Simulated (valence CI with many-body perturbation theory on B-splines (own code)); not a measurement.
**Which ion has this spectrum?**

A relativistic CI+MBPT calculation for an atom or ion with 5 electrons gives these levels (cm⁻¹):

```csv
J,Parity,E,g
1/2,odd,0,0.67
3/2,odd,744,1.33
1/2,even,85710,2.67
3/2,even,85963,1.73
5/2,even,86326,1.60
5/2,even,152945,1.20
3/2,even,152965,0.80
1/2,even,197732,2.00
1/2,even,215052,0.67
3/2,even,215517,1.33
3/2,odd,276427,2.00
5/2,odd,307301,1.20
3/2,odd,307350,0.80
1/2,odd,347580,0.67
```

The energies are calculated, with errors of about 90 cm⁻¹, more in some levels.

Question: Which is it?
A. F4+
B. Ne5+
C. N2+
D. O3+

Answer: A. F4+, ground level 2s2 2p 2P°_1/2.
